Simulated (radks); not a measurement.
The tin anion Sn4-, [Xe], held by a Watson sphere: a shell of charge +4 at radius R that stands for the Madelung well of a crystal (potential energy -4/R inside, -4/r outside, in hartree with lengths in bohr). Calculated with a radial shooting solver on a logarithmic mesh with Libxc functionals: scalar-relativistic Kohn-Sham, LB94 model potential, spin-polarised, spherical densities, point nucleus. Response by self-consistent Sternheimer equations with the Hartree and adiabatic LDA kernel, the relativistic mass of each level held fixed and spin-orbit coupling left out. The sphere does not respond.

R (bohr)  e(4d) (eV)  e(5s) (eV)  e(5p) (eV)  <r> 5p (bohr)  sum of <r^2> (bohr^2)  X-ray form factor at sin(theta)/lambda = 0.3 1/angstrom  alpha (bohr^3)
2.5          -32.964     -18.255     -10.768          2.858                  91.74                                                   34.538           53.05
4.02         -28.997     -13.400      -7.357          3.657                  131.2                                                   34.780           158.5
4.67         -28.243     -12.263      -6.281          3.998                  150.9                                                   34.789           248.0
4.83         -28.088     -12.041      -6.051          4.082                  156.0                                                   34.788           275.7
4.86         -28.061     -12.002      -6.010          4.097                  157.0                                                   34.788           281.2
5.26         -27.721     -11.535      -5.496          4.303                  170.4                                                   34.787           363.5
5.57         -27.493     -11.236      -5.145          4.461                  181.3                                                   34.787           440.1
5.82         -27.327     -11.027      -4.888          4.587                  190.6                                                   34.788           511.1
5.88         -27.290     -10.981      -4.829          4.617                  192.8                                                   34.788           529.5
